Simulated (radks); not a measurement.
The numbers below are computed, except where a source is named.
Task: The osmium ion Os39+, configuration [Kr] 4d1 (the NIST ground configuration). Level of theory: scalar-relativistic Kohn-Sham, PBEsol, spin-polarised, spherical densities, finite nucleus; open shells are filled with parallel spins first (spin-orbit coupling, left out, can overturn this in heavy ions); Fermi nuclear charge, rms radius 5.4126 fm (a radial shooting solver on a logarithmic mesh with Libxc functionals). Some entries of the table are withheld. Estimate them.

| orbital | occ. | eigenvalue (hartree) | r(max) (bohr) | <r> (bohr) |
|---|---|---|---|---|
| 1s up | 1 | -2777.080 | 0.01103 | 0.01774 |
| 1s down | 1 | -2777.079 | 0.01103 | 0.01774 |
| 2s up | 1 | -536.8937 | 0.06341 | 0.07488 |
| 2s down | 1 | -536.8498 | 0.06341 | 0.07488 |
| 2p up | 3 | -476.0330 | 0.05219 | 0.06724 |
| 2p down | 3 | -475.9968 | 0.05219 | 0.06724 |
| 3s up | 1 | -172.2877 | 0.1779 | 0.1919 |
| 3s down | 1 | -172.2621 | 0.1779 | 0.1919 |
| 3p up | 3 | -154.3556 | 0.1762 | 0.1919 |
| 3p down | 3 | -154.3275 | 0.1762 | 0.1918 |
| 3d up | 5 | -134.7766 | 0.1431 | 0.1731 |
| 3d down | 5 | -134.7379 | 0.1431 | 0.1731 |
| 4s up | 1 | (1) | (2) | 0.3901 |
| 4s down | 1 | (3) | (4) | 0.3901 |
| 4p up | 3 | -71.58797 | 0.3942 | 0.4020 |
| 4p down | 3 | -71.46700 | 0.3942 | 0.4021 |
| 4d up | 1 | -63.92524 | 0.3880 | (5) |
| 4d down | 0 | -63.80469 | 0.3880 | (6) |

Result: 
(1) 4s up eigenvalue (hartree): -78.22139
(2) 4s up r(max) (bohr): 0.3824
(3) 4s down eigenvalue (hartree): -78.09885
(4) 4s down r(max) (bohr): 0.3823
(5) 4d up <r> (bohr): 0.4003
(6) 4d down <r> (bohr): 0.4004
